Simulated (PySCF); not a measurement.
These are B3LYP-D3(BJ)/def2-TZVP // TPSS-D3(BJ)/def2-SVP (PySCF) values and carry that method's errors. Isolated molecules, 0 K electronic values unless said otherwise. One relaxed conformer stands for a flexible species; it need not be the lowest. B3LYP has the VWN-RPA correlation part, as in Gaussian. 

Reference species: [Ti(OH)4] (neutral, multiplicity 1).

```yaml
coordination_number: 4
charge on the central atom (meta-Löwdin): 1.49 e
mean_distance_from_the_central_atom_to_its_bonded_neighbours: 1.808 Å
```

Changed species: [Ti(OH)3(NH2)] (1 of 4 OH replaced by NH2; the reference has 0 of 4 OH replaced by NH2).

Problem. Give the shifts of the coordination number, charge on the central atom (meta-Löwdin) and mean distance from the central atom to its bonded neighbours.

Solution. the coordination number stays essentially unchanged; the charge on the central atom (meta-Löwdin) falls by 0.06 e, to 1.43 e; the mean distance from the central atom to its bonded neighbours goes up by 0.023 Å, to 1.831 Å.
